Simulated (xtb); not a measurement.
Mo(O)(S)(F)(NH2) (FH2MoNOS), SMILES [NH2][Mo](=[O])(=[S])[F], multiplicity 1. All values are semi-empirical tight-binding results from xtb (GFN2-xTB unless named), good for trends rather than for accurate numbers. The structure is a stationary point at GFN2-xTB. The spin state was assumed, not searched. The structure was generated by enumeration; whether it is a known compound was not checked. Other conformers were not sampled.

Optimised geometry:

```xyz
7

Mo    -0.0805     0.2303     0.0754
O      0.8832     1.3258     0.8200
S      0.8637    -1.6906    -0.0344
F     -1.6765    -0.0553     0.8342
N     -0.2675     0.7676    -1.7255
H     -0.1875     1.7315    -2.0602
H     -0.3568     0.1612    -2.5448
```

For metal compounds this method's bond lengths and energies can be far off.

### Question
Estimate the properties. (The exact figures need the calculation; the answer reports its results.)

### Answer

```json
{
  "orbital_gap": "2.60 eV",
  "zero_point_energy": "18.6 kcal/mol",
  "G − E(el) at 298.15 K (modified RRHO)": "-1.5 kcal/mol"
}
```

Computed atomic charges and the Wiberg bond orders between heavy atoms:
charges (e) Mo1 0.93, O2 -0.45, S3 -0.27, F4 -0.29, N5 -0.38, H6 0.23, H7 0.23. Bond orders Mo1–O2 2.16, Mo1–S3 2.23, Mo1–F4 1.06, Mo1–N5 1.40.
